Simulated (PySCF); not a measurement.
Geometry:
| atom | x (Å) | y (Å) | z (Å) |
| --- | --- | --- | --- |
| Si1 | -0.011 | 0.011 | -0.267 |
| H2 | -0.025 | 0.003 | 1.238 |
| N3 | 1.624 | -0.019 | -0.821 |
| C4 | 2.742 | 0.646 | -0.198 |
| C5 | 3.653 | -0.287 | 0.588 |
| H6 | 1.870 | -0.725 | -1.505 |
| H7 | 3.342 | 1.195 | -0.950 |
| H8 | 2.346 | 1.425 | 0.478 |
| H9 | 3.092 | -0.790 | 1.391 |
| H10 | 4.497 | 0.257 | 1.041 |
| H11 | 4.071 | -1.068 | -0.067 |
| N12 | -0.794 | 1.436 | -0.849 |
| C13 | -1.952 | 2.063 | -0.260 |
| C14 | -1.628 | 3.288 | 0.583 |
| H15 | -0.269 | 2.019 | -1.492 |
| H16 | -2.687 | 2.340 | -1.041 |
| H17 | -2.467 | 1.313 | 0.366 |
| H18 | -0.957 | 3.020 | 1.414 |
| H19 | -2.539 | 3.742 | 1.005 |
| H20 | -1.120 | 4.056 | -0.022 |
| N21 | -0.843 | -1.378 | -0.867 |
| C22 | -0.805 | -2.700 | -0.289 |
| C23 | -2.032 | -3.044 | 0.544 |
| H24 | -1.595 | -1.218 | -1.528 |
| H25 | -0.670 | -3.466 | -1.076 |
| H26 | 0.098 | -2.773 | 0.342 |
| H27 | -2.147 | -2.333 | 1.377 |
| H28 | -1.965 | -4.061 | 0.962 |
| H29 | -2.947 | -2.993 | -0.067 |

Geometry: PBE0-D3(BJ)/def2-SVP; GIAO shifts from PySCF 2.14, gas phase, non-relativistic, averaged over equivalent atoms.

At B3LYP/pcSseg-1 (272 basis functions):
```tsv
atoms	δ (ppm)
Si1	-41.5
H2	4.82
H7/H8/H16/H17/H25/H26	2.68
H9/H10/H11/H18/H19/H20/H27/H28/H29	1.02
H6/H15/H24	0.10
N3/N12/N21	56.9
C4/C13/C22	38.9
C5/C14/C23	23.6
```

Shifts are taken against calculated references (same method and geometry level): $^{29}$Si (337.86 ppm), $^{1}$H (31.38 ppm), $^{13}$C (179.24 ppm) vs TMS; NH3 for $^{15}$N (263.54 ppm).

Problem. Estimate the result of repeating the calculation with PBE0/pcSseg-1.

Solution. 
```csv
atoms,δ at PBE0/pcSseg-1,change
Si1,-36.7,+4.8
H2,4.88,+0.06
H7/H8/H16/H17/H25/H26,2.66,-0.02
H9/H10/H11/H18/H19/H20/H27/H28/H29,1.00,-0.02
H6/H15/H24,0.12,+0.02
N3/N12/N21,52.5,-4.4
C4/C13/C22,37.4,-1.5
C5/C14/C23,22.7,-0.9
```

Chemical shifts δ = σref − σ; TMS for $^{29}$Si (σ = 351.99 ppm) and $^{1}$H (σ = 31.27 ppm) and $^{13}$C (σ = 184.41 ppm); $^{15}$N (σ = 265.67 ppm) against NH3, all at this level.

The largest change is at Si1 (silicon bonded to 3 N, H). Cost: 272 basis functions.

Experimental scales use liquid or dissolved standards, which lie at an offset from isolated NH3 (liquid NH3: subtract about 20 ppm).
